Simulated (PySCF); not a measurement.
Species: C5H12OSi (charge -1 and doublet state).
Z-matrix (Å and degrees, GFN2-xTB geometry), rows numbered from 1:
```
C 
C   1  1.3702
O   2  1.3442  1  123.50
Si  3  1.6435  2  125.96  1   152.25
C   4  1.9020  3  111.89  2   164.71
C   5  1.5211  4  113.78  3  -106.70
C   6  1.5271  5  112.97  4  -178.77
H   1  1.0755  2  121.22  3     5.36
H   1  1.0773  2  120.60  3  -169.08
H   2  1.0876  1  120.42  3   172.96
H   4  1.5670  3   99.29  2    58.77
H   4  1.4871  3  124.40  2   -46.43
H   5  1.0906  4  110.92  3    16.45
H   5  1.0919  4  107.87  3   133.13
H   6  1.0930  5  108.77  4   -57.37
H   6  1.0922  5  109.10  4    59.58
H   7  1.0900  6  110.31  5    59.26
H   7  1.0895  6  110.32  5   -60.01
H   7  1.0918  6  111.44  5   179.63
```

The hyperfine couplings belong to this conformer and change with its torsions.

Identity: `[CH2-][CH]O[SiH2]CCC` [radical] (charge -1).

Level of theory: PySCF 2.14.0, UKS B3LYP, pcH-1 on C H O Si, non-relativistic, mean-field spin-orbit, GIAO. Whether the extra electron is bound in the gas phase wasn't checked; a finite basis holds it in any case. A GFN2-xTB geometry isn't a minimum of the functional, and hyperfine couplings can be far from their values at a DFT geometry, by a factor of two or more for some ions and for spin on atoms past the first row. Stability of the SCF solution: not tested.

Problem. What is the g tensor, term by term?

Solution. 
| Δg (ppm) | 1 | 2 | 3 |
| --- | --- | --- | --- |
| relativistic mass correction | -125 | -125 | -125 |
| gauge correction | 38 | 6 | 27 |
| orbital Zeeman/spin–orbit | -382 | -237 | 1690 |
| total | -468 | -355 | 1593 |

So g = 2.00185, 2.00196, 2.00391 and g_iso = 2.00258; the tensor is close to axial: the two nearest values differ by 5 % of g3 − g1. Axes: g3 points within 5° of the C2–O3 bond.

Problem. What effective moment and Curie constant follow for a powder?

Solution. With the mean of g² = 4.0103 and S(S+1) = 0.75: μ_eff = √(⟨g²⟩S(S+1)) = 1.734 μB and χT = 0.12505·⟨g²⟩·S(S+1) = 0.376 cm³ K/mol (cgs; spin-Hamiltonian part alone).

Problem. At 9.668 GHz, how far is the centre of the isotropic spectrum from where a free electron (g = 2.002319) resonates?

Solution. B = hν/(g μB) with μB/h = 13.99624 MHz/mT gives 344.98 mT for the free electron and 344.93 mT at g_iso, 0.04 mT lower.

Problem. In a frozen sample, at which fields do the three g values resonate at 9.5, 34, 94 and 263 GHz (hyperfine left aside), and which band first spreads them over more than twice a line width of 0.3 mT?

Solution. 
```csv
band,GHz,B(g3) mT,B(g2) mT,B(g1) mT,spread mT
X,9.5,338.71,339.04,339.06,0.35
Q,34.0,1212.24,1213.42,1213.49,1.25
W,94.0,3351.49,3354.75,3354.94,3.45
J,263.0,9377.04,9386.16,9386.69,9.65
```

The spread grows in proportion to the frequency. Q band is the first where it exceeds 0.6 mT.

Largest spin populations (Mulliken): Si4 (+0.61), C1 (+0.20) and C2 (+0.15).

The HOMO–LUMO gaps are 1.23 eV among the α and 5.60 eV among the β orbitals.

The SMILES draws the unpaired electron on C2; the largest computed Mulliken spin population is on Si4 (0.61 against 0.15).
